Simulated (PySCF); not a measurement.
The numbers below are computed, except where a source is named.
## Si3BH6O6(-)

The system: Si3BH6O6(-), a molecule drawn as a unit of a network glass or zeolite (built as: Si B4 Si Si, H ends, O bridges); charge -1, singlet. The structure, one conformer, was relaxed in the gas phase by PBE0-D3(BJ)/def2-SVP. No frequency run checks that it is a minimum.

SMILES: O[B-]12O[SiH2]O[SiH](O[SiH2]O1)O2

```tsv
atom	x (Å)	y (Å)	z (Å)
O1	-0.669	2.473	0.776
B2	-0.286	1.200	0.270
O3	1.159	1.180	-0.150
Si4	2.252	0.028	0.176
O5	1.493	-1.426	0.554
Si6	-0.127	-1.369	0.947
O7	-0.506	0.169	1.323
O8	-1.046	-1.822	-0.370
Si9	-1.759	-0.600	-1.280
O10	-1.073	0.833	-0.959
H11	-0.527	3.101	0.064
H12	3.145	-0.224	-1.004
H13	3.151	0.369	1.331
H14	-0.380	-2.325	2.054
H15	-3.233	-0.632	-0.984
H16	-1.604	-0.965	-2.727
```

Shieldings: GIAO PBE0/aug-pcSseg-1.  Core levels by delta-SCF with SCAN, aug-pcX-2 on the ionised atom and aug-pcseg-1 elsewhere, spin-free X2C (2p3/2 is the spin-free 2p value less a third of a first-order spin-orbit splitting); from the vacuum level, for chosen atoms.

Question: Give the NMR and core-level values of the distinct atoms.

Answer: 
```
  atoms   bonded to  σ (ppm)  δ (ppm)  core level (eV)
     O1   1 B + 1 H    253.5        -        1s 533.42
     B2         4 O    102.2        -        1s 193.42
 O3 O10  1 B + 1 Si    205.9        -        1s 532.73
Si4 Si9   2 O + 2 H    394.8        -     2p3/2 103.61
  O5 O8        2 Si    213.8        -        1s 533.75
    Si6   3 O + 1 H    405.0        -                -
     O7  1 B + 1 Si    188.2        -                -
    H11         1 O    31.88        -                -
H12 H16        1 Si    26.10        -                -
H13 H15        1 Si    25.82        -                -
    H14        1 Si    26.57        -                -
```

Values are those of this one static structure; atoms that internal rotation interchanges would show their mean in an NMR spectrum.

Question: Which of O1, O8, O10 holds its core electrons tightest, and by how much against the loosest?

Answer: O8 (bonded to 2 Si), by 1.01 eV over O10 (bonded to 1 B + 1 Si).

Question: By CAM-B3LYP/def2-SVPD (TDDFT singlets, Tamm-Dancoff triplets, ionisation by delta-SCF), where does absorption start, and what does vertical ionisation take?

Answer: The lowest singlet lies at 6.43 eV (f 0.012), the strongest of the first 6 at 7.19 eV (f 0.045), the lowest triplet at 6.26 eV; vertical ionisation takes 5.62 eV.

Excited states of gas-phase anions may lie above the detachment limit and hang on the basis.
